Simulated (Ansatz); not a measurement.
System: BH2Se2, charge 0, doublet. BH2Se2 (SMILES [Se]B[SeH], doublet).
B3LYP-D3(BJ)/def2-TZVP minimum from Ansatz (a quantum-chemistry and plane-wave program):
```
B
H 1 1.1891
Se 1 1.8936 2 117.20
Se 1 1.9410 2 119.06 3 -180.00
H 4 1.4716 1 95.09 2 0.00
```
Charge 0, spin multiplicity 2.

Total energies in hartree (Ansatz). Radicals and triplets start from unrestricted determinants; spin-orbit coupling is neglected. Correlated methods leave the cores frozen (noble-gas shells, and filled d and f shells in the p block). No relativity. For partners of very few electrons the exact lower level stands in for a higher one.

```csv
species,HF/cc-pVTZ,CCSD(T)/cc-pVTZ,HF/cc-pVQZ,CCSD(T)/cc-pVQZ,CCSD(T)/cc-pVDZ,CCSDT(Q)/cc-pVDZ
"1: BH2Se2 (SMILES [Se]B[SeH], doublet)",-4825.66489,-4826.10511,-4825.67269,-4826.14378,-4825.85176,-4825.85368
2: B (doublet),-24.53207,-24.59810,-24.53297,-24.60084,-24.58941,-24.58977
3: H (doublet),-0.49981,-0.49981,-0.49995,-0.49995,-0.49928,-0.49928
4: Se (triplet),-2399.87209,-2399.99441,-2399.87500,-2400.00700,-2399.88510,-2399.88538
```

**Question.** Work out the atomisation energy (electronic, to ground-state atoms) in kcal/mol: take Hartree-Fock from cc-pVQZ, extrapolate the CCSD(T) correlation energy as X^-3 (X = 3, 4), and add CCSDT(Q) - CCSD(T) in cc-pVDZ. 1 hartree = 627.51 kcal/mol.

**Answer.** 
Species 1: correlation (64·(-0.47109) - 27·(-0.44022))/37 = -0.49362; step -0.00192; E1 = -4825.67269 + (-0.49362) + (-0.00192) = -4826.16823
Species 2: correlation (64·(-0.06787) - 27·(-0.06603))/37 = -0.06921; step -0.00036; E2 = -24.53297 + (-0.06921) + (-0.00036) = -24.60254
Species 3: correlation (64·(0.00000) - 27·(0.00000))/37 = 0.00000; step +0.00000; E3 = -0.49995 + (0.00000) + (+0.00000) = -0.49995
Species 4: correlation (64·(-0.13200) - 27·(-0.12232))/37 = -0.13906; step -0.00028; E4 = -2399.87500 + (-0.13906) + (-0.00028) = -2400.01434
-1·E1 +1·E2 +2·E3 +2·E4 = 0.53711 hartree = 337.0 kcal/mol.
